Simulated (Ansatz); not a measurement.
```yaml
crystal:
  periodic: [false, false, false]
  atoms:
    - {symbol: C, position_ang: [-0.644304, -1.796721, 2.833086]}
    - {symbol: C, position_ang: [-1.584444, -0.813650, 2.171674]}
    - {symbol: O, position_ang: [-0.901288, 0.234791, 1.514158]}
    - {symbol: Ga, position_ang: [0.162101, -0.052735, 0.124159]}
    - {symbol: O, position_ang: [1.110111, 1.281580, -0.558134]}
    - {symbol: C, position_ang: [1.025128, 2.600986, -0.057645]}
    - {symbol: C, position_ang: [-0.337868, 3.218817, -0.277479]}
    - {symbol: O, position_ang: [0.300588, -1.680037, -0.567441]}
    - {symbol: C, position_ang: [1.041895, -1.937054, -1.743437]}
    - {symbol: C, position_ang: [0.454627, -1.257761, -2.960687]}
    - {symbol: H, position_ang: [-1.205156, -2.557695, 3.382497]}
    - {symbol: H, position_ang: [-0.031927, -2.309436, 2.084986]}
    - {symbol: H, position_ang: [0.014825, -1.282055, 3.536317]}
    - {symbol: H, position_ang: [-2.245123, -1.345106, 1.474195]}
    - {symbol: H, position_ang: [-2.224762, -0.342591, 2.925597]}
    - {symbol: H, position_ang: [1.276507, 2.630026, 1.010706]}
    - {symbol: H, position_ang: [1.790085, 3.182923, -0.583457]}
    - {symbol: H, position_ang: [-0.351219, 4.256440, 0.067032]}
    - {symbol: H, position_ang: [-1.104321, 2.671920, 0.279926]}
    - {symbol: H, position_ang: [-0.597453, 3.206509, -1.338761]}
    - {symbol: H, position_ang: [1.037560, -3.023775, -1.882604]}
    - {symbol: H, position_ang: [2.089059, -1.631956, -1.618435]}
    - {symbol: H, position_ang: [1.013567, -1.527140, -3.860953]}
    - {symbol: H, position_ang: [-0.586883, -1.556846, -3.100816]}
    - {symbol: H, position_ang: [0.498685, -0.169454, -2.854476]}
basis:
  gaussian: {orbitals: def2-SVPD, final_grid: {core_spheres: 1, valence_spheres: 1, degree: 3}}
hamiltonian: {xc: {name: wB97M-V}}
```

```sh
$ ansatz run in.yaml --threads 4 --pin off --events-out ev --progress --plain --max-ram 66560MiB --backend cuda --devices 0, --max-vram 37GiB
```

Shortened log:

```
Functional definition: wB97M-V
2971 factors; their error is unknown
1105 factors; integrals over basis functions are off by at most 2.7e-6 eV
mean field evaluation 1: about -64951.7888 eV, gradient 7.9e1 eV
mean field evaluation 2: about -64951.3797 eV, gradient 8.7e1 eV
mean field evaluation 4: about -64964.0092 eV, gradient 2.4e0 eV
mean field evaluation 16: about -64970.6944 eV, gradient 1.9e-1 eV
mean field -64970.69484594 eV, -2387.6289968695 hartree, gradient 2.3e-5 eV, S^2 0.000000; 4 other end points of the search recorded, 0 dependent functions left out
reference -64970.69538818 eV, -2387.6290167967 hartree; 53, 53 occupied and 294, 294 virtual orbitals, 2971 factors
Total energy: -64970.69538818 eV, -2387.6290167967 hartree
```

In this input the integration grid is far too coarse. The run converged. The result belongs to that input, not to the molecule as meant.
